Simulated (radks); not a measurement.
Excited configurations of Nd3+: one electron is placed in a higher orbital outside [Xe] 4f2. The ground configuration is [Xe] 4f3. Calculated with a radial shooting solver on a logarithmic mesh with Libxc functionals: scalar-relativistic Kohn-Sham, PBEsol, spin-polarised, spherical densities, point nucleus; open shells are filled with parallel spins first (spin-orbit coupling, left out, can overturn this in heavy ions). Excitation = E - E(ground); binding = E(ion) - E, where the ion is the core of charge +4; n* = 4/sqrt(2 binding) in atomic units, and the quantum defect is n - n*.

5d: excitation (eV) 9.680; binding (eV) 31.317; n* 2.637; quantum defect 2.363
5f: excitation (eV) 26.630; binding (eV) 14.368; n* 3.892; quantum defect 1.108
6s: excitation (eV) 13.772; binding (eV) 27.225; n* 2.828; quantum defect 3.172
6p: excitation (eV) 18.958; binding (eV) 22.039; n* 3.143; quantum defect 2.857
6d: excitation (eV) 25.499; binding (eV) 15.499; n* 3.748; quantum defect 2.252
6f: excitation (eV) 31.489; binding (eV) 9.508; n* 4.785; quantum defect 1.215
7s: excitation (eV) 26.032; binding (eV) 14.965; n* 3.814; quantum defect 3.186
7p: excitation (eV) 28.188; binding (eV) 12.809; n* 4.122; quantum defect 2.878
7d: excitation (eV) 31.262; binding (eV) 9.735; n* 4.729; quantum defect 2.271
7f: excitation (eV) 34.346; binding (eV) 6.652; n* 5.721; quantum defect 1.279

The Delta-SCF ionisation energy is 40.997 eV (NIST Atomic Spectra Database: 40.60 eV, semi-empirical). Self-interaction in the functional shifts the binding energies and quantum defects, so they are the method's values and not measured ones. Open shells are spherical and high-spin; term and fine-structure splittings are not resolved. Spin-orbit splitting is averaged out at the scalar-relativistic level.
